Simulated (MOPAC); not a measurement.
MOPAC input (PM7):

```
PM7 PRECISE GNORM=0.05 LET XYZ UHF MS=0.5 GEO-OK AUX(PRECISION=9) THREADS=1
KO

K    -0.00000000 1   -0.00000000 1   -0.65261700 1
O     0.00000000 1    0.00000000 1    1.54996600 1
```

From the output:

```
                                                       MOPAC v23.2.5 Linux

          FINAL HEAT OF FORMATION =         21.93244 KCAL/MOL =      91.76535 KJ/MOL

          COSMO AREA              =        133.17 SQUARE ANGSTROMS
          COSMO VOLUME            =        143.26 CUBIC ANGSTROMS

          GRADIENT NORM           =          0.04041          =       0.02857 PER ATOM
          IONIZATION POTENTIAL    =          8.191549 EV
          ALPHA SOMO LUMO (EV)    =         -9.250  0.516
          BETA  SOMO LUMO (EV)    =         -8.192  0.472
          NO. OF ALPHA ELECTRONS  =          4
          NO. OF BETA  ELECTRONS  =          3
          MOLECULAR WEIGHT        =         55.0977         POINT GROUP:  C*v

          MOLECULAR DIMENSIONS (Angstroms)

            Atom       Atom       Distance
            O     2    K     1     2.27016
            O     2    K     1     0.00000
            K     1    O     2     0.00000

          SCF CALCULATIONS        =          6

   ATOM   CHEMICAL          X               Y               Z
  NUMBER   SYMBOL      (ANGSTROMS)     (ANGSTROMS)     (ANGSTROMS)

     1       K          0.00000000  *   0.00000000  *  -0.68640589  *
     2       O          0.00000000  *   0.00000000  *   1.58375489  *

                             CARTESIAN COORDINATES

   1    K        0.000000000     0.000000000    -0.686405886
   2    O        0.000000000     0.000000000     1.583754886

           Empirical Formula: O K  =     2 atoms

      MOLECULAR POINT GROUP   :   C*v

          ALPHA EIGENVALUES
 -24.36680 -11.11046  -9.80672  -9.25022   0.51605   2.12299   2.13669   2.96634

           BETA EIGENVALUES
 -19.21785  -8.73485  -8.19155   0.47193   0.90636   2.18177   2.57540   3.28838

              NET ATOMIC CHARGES AND DIPOLE CONTRIBUTIONS

  ATOM NO.   TYPE          CHARGE      No. of ELECS.   s-Pop       p-Pop
    1          K           0.701057        0.2989     0.00027     0.29867
    2          O          -0.701057        6.7011     1.96193     4.73913
 DIPOLE           X         Y         Z       TOTAL
 POINT-CHG.     0.000    -0.000    -7.644     7.644
 HYBRID         0.000    -0.000    -0.097     0.097
 SUM            0.000    -0.000    -7.742     7.742

          ATOMIC ORBITAL ELECTRON POPULATIONS

     Atom    s        px        py        pz
    1  K   0.00027   0.04271   0.00977   0.24619
    2  O   1.96193   1.95729   0.99023   1.79161

                    (SZ)    =    0.500000
                    (S**2)  =    0.755142

          ATOMIC ORBITAL SPIN POPULATIONS

    Atom   Total    s     px     py     pz
         Atomic
    1  K -0.0403 -0.000 -0.008  0.010 -0.042
    2  O  1.0403  0.010  0.008  0.990  0.031

 **********************
 *                    *
 * JOB ENDED NORMALLY *
 *                    *
 **********************

 == MOPAC DONE ==
```

The geometry given is a B3LYP-D3(BJ)/def2-TZVP minimum.
